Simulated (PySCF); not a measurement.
**Spin-rotation constants: `O[C@H]1[C@@H]2[C@@H](OC(F)(F)F)[C@H]12`, C5H5F3O2**

Molfile (atoms numbered from 1):
```
C5H5F3O2
     RDKit          3D

 15 16  0  0  0  0  0  0  0  0999 V2000
    3.0458    0.6162   -0.0616 O   0  0  0  0  0  0  0  0  0  0  0  0
    1.8454    0.1031   -0.5171 C   0  0  1  0  0  0  0  0  0  0  0  0
    0.7001   -0.0446    0.4479 C   0  0  1  0  0  0  0  0  0  0  0  0
   -0.3711    0.0212   -0.5914 C   0  0  1  0  0  0  0  0  0  0  0  0
   -1.6627    0.4776   -0.1966 O   0  0  0  0  0  0  0  0  0  0  0  0
   -2.4375   -0.4390    0.3463 C   0  0  0  0  0  0  0  0  0  0  0  0
   -3.6281    0.0791    0.6158 F   0  0  0  0  0  0  0  0  0  0  0  0
   -2.6439   -1.5120   -0.4413 F   0  0  0  0  0  0  0  0  0  0  0  0
   -1.9618   -0.9442    1.5013 F   0  0  0  0  0  0  0  0  0  0  0  0
    0.6978    1.0560   -0.5708 C   0  0  2  0  0  0  0  0  0  0  0  0
    3.5911   -0.0954    0.2919 H   0  0  0  0  0  0  0  0  0  0  0  0
    1.9518   -0.6394   -1.3114 H   0  0  0  0  0  0  0  0  0  0  0  0
    0.6502   -0.0724    1.5142 H   0  0  0  0  0  0  0  0  0  0  0  0
   -0.4296   -0.7183   -1.3878 H   0  0  0  0  0  0  0  0  0  0  0  0
    0.6483    2.1200   -0.5300 H   0  0  0  0  0  0  0  0  0  0  0  0
  1  2  1  0
  2  3  1  0
  3  4  1  0
  4  5  1  0
  5  6  1  0
  6  7  1  0
  6  8  1  0
  6  9  1  0
  4 10  1  0
 10  2  1  0
 10  3  1  0
  1 11  1  0
  2 12  1  6
  3 13  1  1
  4 14  1  6
 10 15  1  1
M  END
```

Method: GIAO B97-2/pcSseg-1 magnetisability, rotational g tensor and spin-rotation constants, non-relativistic, gas phase (PySCF). Geometry: GFN2-xTB.

Task: Give the nuclear spin-rotation constants along the inertial axes (H = +C I·J) beside the isotropic shieldings.

Result: Rotational constants 4.0341, 0.6402, 0.6307 GHz. A star marks the isotopologue with that one atom substituted, in its own axes.
| atom | isotope | Caa (kHz) | Cbb (kHz) | Ccc (kHz) | mean (kHz) | σ (ppm) |
| --- | --- | --- | --- | --- | --- | --- |
| F7 | 19F | 4.113 | 0.958 | 0.828 | 1.966 | 248.5 |
| F8 | 19F | 6.411 | 0.894 | 0.516 | 2.607 | 250.0 |
| F9 | 19F | 6.914 | 0.531 | 0.821 | 2.756 | 247.6 |
| H11 | 1H | -0.439 | -0.016 | -0.070 | -0.175 | 30.6 |
| H12 | 1H | -0.433 | -0.065 | 0.019 | -0.160 | 29.2 |
| H13 | 1H | -0.427 | -0.007 | -0.048 | -0.161 | 29.4 |
| H14 | 1H | -0.410 | -0.070 | 0.018 | -0.154 | 29.1 |
| H15 | 1H | -0.439 | -0.028 | -0.026 | -0.164 | 29.4 |
| O1 | 17O* | -0.382 | -0.049 | -0.056 | -0.163 | 289.8 |
| C2 | 13C* | 0.763 | 0.142 | 0.123 | 0.343 | 127.4 |
| C3 | 13C* | 0.378 | 0.140 | 0.055 | 0.191 | 173.9 |
| C4 | 13C* | 0.784 | 0.152 | 0.115 | 0.350 | 126.2 |
| O5 | 17O* | -0.613 | -0.098 | -0.093 | -0.268 | 212.2 |
| C6 | 13C* | 1.208 | 0.195 | 0.196 | 0.533 | 56.5 |

For the geometry as given, no vibrational averaging.
